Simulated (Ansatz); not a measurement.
`CO[SiH2][SiH3]` + `[SiH3]S` → `CO[SiH2]S[SiH3]` + SiH₄  (cleavage of the Si–Si bond)

Isolated molecules relaxed with PBE0-D4/def2-TZVP in Ansatz; ΔE leaves out vibrations. CBS: MP2 limit from def2 TZ/QZ plus the TZ coupled-cluster correction, frozen cores. This one scheme is used for every species. Functionals use def2-TZVPP. B3LYP here is the variant with VWN-RPA as its local correlation; programs differ in this. One conformer a species, not always the lowest.

(1) Is it downhill or uphill in electronic energy at CCSD(T)/CBS, and by how much? (Estimate.)

(2) What do these levels give: BLYP-D4, r2SCAN-D4, PBE0-D4, revPBE, BLYP, r2SCAN, B3LYP, RPA@PBE/def2-TZVPP, CCSD/def2-SVP, CCSD(T)/def2-TZVPP, MP2/def2-QZVPP, CCSD/CBS(def2)? (Estimate.)

Largest T1 diagnostic among the species: 0.012.

Answers

(1) The calculation gave: Downhill: ΔE = -84.2 kJ/mol.

(2) Ansatz gave: BLYP-D4 -79.3, r2SCAN-D4 -81.8, PBE0-D4 -77.3, revPBE -63.7, BLYP -67.1, r2SCAN -80.1, B3LYP -71.5, RPA@PBE/def2-TZVPP -78.3, CCSD/def2-SVP -76.7, CCSD(T)/def2-TZVPP -81.6, MP2/def2-QZVPP -94.7, CCSD/CBS(def2) -82.0 kJ/mol.

Leaving LDA and LC-ωPBE aside and taking each functional with its dispersion term where it has one, the values, not all of them listed here, spread over 13.2 kJ/mol, from ωB97M-V to PBE-D4. LDA lies −6.7 kJ/mol from PBE without D4. At CCSD(T), def2-SVP lies +6.2 kJ/mol from the extrapolated value and def2-TZVPP +2.6 kJ/mol. The D4 term adds −9.7 kJ/mol with B3LYP and −5.5 kJ/mol with PBE0; it sums over pairs of atoms, weighted by their polarisabilities, and B3LYP, whose exchange is more repulsive, gets the larger term.
